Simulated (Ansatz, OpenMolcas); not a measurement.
## [SiF3]− (SMILES F[Si-](F)F): the energy, rung by rung

[SiF3]−: 4 atoms, total charge -1, spin state singlet. SMILES: `F[Si-](F)F`. The coordinates come from a GFN2-xTB relaxation.

```tsv
atom	x (Å)	y (Å)	z (Å)
Si	-0.0045	0.0058	0.6851
F	1.4283	-0.0310	-0.2170
F	-0.6873	1.2503	-0.2428
F	-0.7365	-1.2251	-0.2253
```

Each level gives the energy change with the Si1–F4 bond stretched from 1.697 to 4.242 Å (eV). The values are calculated.

| level | kind | program | value (eV) | less FCI/STO-3G | CPU time (all runs) |
| --- | --- | --- | --- | --- | --- |
| HF/STO-3G (restricted) | Hartree–Fock | OpenMolcas | 7.78 | +2.83 | 3.2 s |
| SVWN5/STO-3G (restricted) | LDA | Ansatz | 5.07 | +0.12 | 0.67 s |
| PBE/STO-3G (restricted) | GGA | Ansatz | 4.61 | -0.34 | 1.1 s |
| r2SCAN/STO-3G (restricted) | meta-GGA | Ansatz | 4.87 | -0.08 | 2.8 s |
| BHLYP/STO-3G (restricted) | global hybrid | Ansatz | 6.58 | +1.63 | 1.4 s |
| M06-2X/STO-3G (restricted) | hybrid meta-GGA | OpenMolcas | 6.48 | +1.53 | 12 s |
| CAM-B3LYP/STO-3G (restricted) | range-separated hybrid | Ansatz | 6.26 | +1.31 | 1.2 s |
| SC-NEVPT2(2,2)/STO-3G | multireference | OpenMolcas | 4.91 | -0.04 | 3.1 s |
| CCSDT(Q)/STO-3G (restricted) | coupled cluster or CI | Ansatz | 5.12 | +0.17 | 1.4 s |
| FCI/STO-3G | exact in the basis | OpenMolcas | 4.95 | 0.00 | 10 min |

FCI/STO-3G is exact within its basis and frozen core, so for wave-function methods in that basis the difference is their error; functionals converge differently with the basis, so for them it is only a difference. A spin-restricted reference rises too steeply as a bond breaks; here HF/STO-3G, BHLYP/STO-3G, M06-2X/STO-3G, CAM-B3LYP/STO-3G lie well above the multireference or unrestricted value. Where it was recorded, the anion's HOMO is positive in HF/STO-3G, M06-2X/STO-3G: a fault of the level (basis or self-interaction), which says nothing on whether the real anion is bound. Sets without diffuse functions describe the anion poorly. The first shape isn't each level's own minimum. The values span 4.61 to 7.78 eV. All rows use very small basis sets, so none should be taken for the real molecule's value. CPU times are rough (shared hosts, several kinds of processor and program).
